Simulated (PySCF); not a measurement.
Dipole moment and polarisability of `O=Cc1coccc1=S`

Species: C₆H₄O₂S.
Atom-mapped SMILES: `[O:1]=[CH:2][c:3]1[cH:4][o:5][cH:6][cH:7][c:8]1=[S:9]` (hydrogens: H10 on C2; H11 on C4; H12 on C6; H13 on C7)

Structure used (GFN2-xTB), in Å, numbered top down from 1:
```
atom  x, y, z in Å
O1     3.0771   -0.2417   -0.2728
C2     2.1581    0.4974   -0.0318
C3     0.7432    0.0840   -0.0329
C4     0.4343   -1.2072   -0.3205
O5    -0.7982   -1.7021   -0.3528
C6    -1.8162   -0.8561   -0.0803
C7    -1.6402    0.4423    0.2179
C8    -0.3226    1.0205    0.2652
S9    -0.0855    2.6077    0.6272
H10    2.3057    1.5614    0.2129
H11    1.2014   -1.9365   -0.5477
H12   -2.7764   -1.3467   -0.1307
H13   -2.4851    1.0774    0.4284
```

Level: PBE0/def2-SVPD (PySCF), static field, nuclei fixed, core orbitals frozen in the response. The polarisability tensor in these axes (au):

```
x   108.33   5.40  -2.34
y     5.40 132.97  18.02
z    -2.34  18.02  60.49
```

Q: Diagonalise the tensor; give its mean and Δα, where Δα² is half the sum of the squared differences of the eigenvalues.

A: Principal values 56.02, 107.81 and 137.95 au; mean 100.59 au = 14.91 Å³ = 16.59 × 10⁻⁴⁰ C²·m²/J; Δα = 71.78 au (71 % of the mean).

Q: What is the dipole moment, and where does it point?

A: (-3.60, -3.10, -0.49) D, 4.78 D in size, pointing from the negative to the positive side. Measured along this direction, the outermost atoms are H10 at the negative end and H12 at the positive end.

Q: Give the principal axes and the span of the nuclei along them.

A: Largest value along (0.16, 0.96, 0.22), where the nuclei span 4.48 Å; middle along (0.99, -0.14, -0.10), 5.73 Å; least along (0.07, -0.23, 0.97), 0.00 Å. The strongest response doesn't lie along the longest of the three spans.

Q: Rayleigh depolarisation ratio (linearly polarised light, static tensor)?

A: ρ = 3Δα²/(45ᾱ² + 4Δα²) = 15455.7/(455361 + 20607.6) = 0.0325.

Q: How large is μ²/3kT at 500 K beside α?

A: In Gaussian units μ²/3kT = 110.19 Å³ against 14.91 Å³, a ratio of 7.39; the Debye molar polarisation (4π/3)N_A(α + μ²/3kT) is 315.6 cm³/mol, leaving out the vibrational part.

Q: Refractivity n − 1 of an ideal gas of it at 273.15 K and 1 atm, from the electronic α?

A: N = p/kT = 2.6868 × 10¹⁹ cm⁻³, so n − 1 = 2π × N × 14.91 × 10⁻²⁴ cm³ = 2516 × 10⁻⁶ at long wavelengths.

Geometry: GFN2-xTB, one conformer, isolated molecule.
